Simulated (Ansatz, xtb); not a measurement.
**CH5NSSn: which of two conformers lies lower**

Structure I: `C[NH][Sn][SH]`, a singlet. Structure II: `C[NH][Sn][SH]`, a singlet. Both are isolated molecules in the gas phase, relaxed with PBE0-D4/def2-SVP.

I (Å):

```xyz
9

C     0.2670   -0.5680   -2.5861
N     0.9284   -1.8465   -2.5521
S     0.3183   -1.6553    0.6721
Sn    1.3515   -3.1207   -1.0242
H    -0.6448   -0.5796   -3.2127
H     0.9209    0.2362   -2.9732
H    -0.0431   -0.2699   -1.5733
H     1.2334   -2.1545   -3.4720
H     0.6073   -2.5090    1.6788
```

II (Å):

```xyz
9

C     0.4354    0.2708   -0.1272
N    -0.7855    0.2227   -0.8860
S    -3.4750    0.2891   -2.6955
Sn   -1.3750    1.5347   -2.3223
H     1.0697   -0.6238   -0.2760
H     1.0410    1.1418   -0.4294
H     0.2614    0.3676    0.9615
H    -1.3819   -0.5646   -0.6446
H    -3.9035    1.1373   -3.6551
```

Task: Estimate E(II) − E(I) at the level CCSD(T)/def2-SVP + ΔMP2/def2-TZVPP.

Result: CCSD(T)/def2-SVP + ΔMP2/def2-TZVPP gives E(II) − E(I) = +2.64 kJ/mol, slightly favouring structure I, which is too small a margin to settle the true order.

The same difference at several levels:

```tsv
level	geometry	E(II) − E(I) (kJ/mol)	departure from the last row (kJ/mol)	job, with rough time for the two
PBE0-D4/def2-SVP	PBE0-D4/def2-SVP	+2.15	−0.49	optimisation, 36 s
HF/def2-SVP	PBE0-D4/def2-SVP	−1.87	−4.51	part of the CCSD(T) run
MP2/def2-SVP	PBE0-D4/def2-SVP	+2.21	−0.43	part of the CCSD(T) run
CCSD(T)/def2-SVP	PBE0-D4/def2-SVP	+1.99	−0.65	single point
CCSD(T)/def2-SVP + ΔMP2/def2-TZVPP	PBE0-D4/def2-SVP	+2.64		single point, 24 s
```

The largest departure from CCSD(T)/def2-SVP + ΔMP2/def2-TZVPP is that of HF/def2-SVP, 4.51 kJ/mol. Levels run at GFN2-xTB geometries aren't shown. The last row adds to CCSD(T) the change of the MP2 difference between the two basis sets, here +0.65 kJ/mol.

With harmonic frequencies from PBE0-D4/def2-SVP (ideal gas, rigid rotor, one conformer each, 298.15 K, 1 atm): on the last row, ΔE + ΔZPE = +2.49, ΔH = +2.49, ΔG = +2.98 kJ/mol.

The correlated steps freeze 11 core orbitals; the filled d shell of Sn is correlated, in a basis made for valence electrons. Atoms past krypton carry core potentials in the def2 sets and no spin–orbit term is included. Programs: Ansatz 0.2.0; the last row on 2 threads of Arm Neoverse V2 on a shared host.
